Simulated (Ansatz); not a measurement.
Input file for Ansatz (a quantum-chemistry and plane-wave program): R-PBE/def2-TZVPPD on AlH5S (a complex), monomers drawn apart or pushed together. Files ending in .json are basis or fitting sets from the Basis Set Exchange.

Ansatz 0.2 input:
```yaml
crystal:
  periodic: [false, false, false]
  atoms:
    - {symbol: Al, position_ang: [-0.25202210, -0.12635167, 0.49225603]}
    - {symbol: H, position_ang: [-1.00168848, -1.49315276, 0.80039847]}
    - {symbol: H, position_ang: [-1.11700855, 1.19676598, 0.33867608]}
    - {symbol: H, position_ang: [1.19678043, -0.18373076, -0.15599863]}
    - {symbol: S, position_ang: [0.90049841, 0.60423596, 3.83058043]}
    - {symbol: H, position_ang: [1.40632686, -0.60445425, 4.13273667]}
    - {symbol: H, position_ang: [-0.24644870, 0.36841486, 4.49163832]}
basis:
  gaussian:
    orbitals: def2-TZVPPD.json
hamiltonian:
  xc: {name: PBE}
scf: {lower_state_search: off}
```

The log:

```
WARN ansatz: RAYON_NUM_THREADS=2 ignored (pool sized by the plan → 2); use --threads N
Functional definition: PBE
these checks for a lower state are left out or cut short: stability, starts, cluster_reference, orbital_swaps, neighbouring_geometries, increment
integrals: 0.08 GiB planned
914 factors; their error is unknown
mean field: 0.61 GiB planned
mean field evaluation 1: about -17503.0420 eV, gradient 2.2e1 eV
mean field evaluation 2: about -17503.7997 eV, gradient 1.9e1 eV
mean field evaluation 4: about -17504.7491 eV, gradient 9.1e-1 eV
mean field evaluation 8: about -17504.7335 eV, gradient 2.1e-1 eV
mean field evaluation 16: about -17504.7335 eV, gradient 1.6e-6 eV
mean field -17504.73353909 eV, -643.2870924270 hartree, gradient 1.6e-6 eV, S^2 0.000000; 0 other end points of the search recorded, 0 dependent functions left out
reference -17504.73360475 eV, -643.2870948400 hartree; 17, 17 occupied and 167, 167 virtual orbitals, 914 factors
Total energy: -17504.73360475 eV, -643.2870948400 hartree
Checks for a lower state left out: stability, starts, cluster_reference, orbital_swaps, neighbouring_geometries, increment
```

Self-consistency was reached.

Cost: roughly 1.4 core-seconds.
